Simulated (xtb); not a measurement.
xtb input:

```bash
xtb mol.xyz --gfn 2 --sp --chrg -1 --uhf 0
```
mol.xyz:
```
7

B     -0.79352937     0.07341225    -0.00687668
N      0.75829670    -0.18305443     0.03438040
H     -1.31063212    -0.66990919    -0.85355781
H     -1.11257612     1.25287133    -0.29288637
H     -1.28302308    -0.18833522     1.10157951
H      1.19392406     0.45212424     0.69991940
H      1.17187716     0.06756860    -0.86133418
```

Question: Which total energy does the run end on?

Answer: -6.87943 Eh (GFN2-xTB).

It need not be the lowest isomer of its formula. Whether it binds its extra electron was not tested at this geometry.
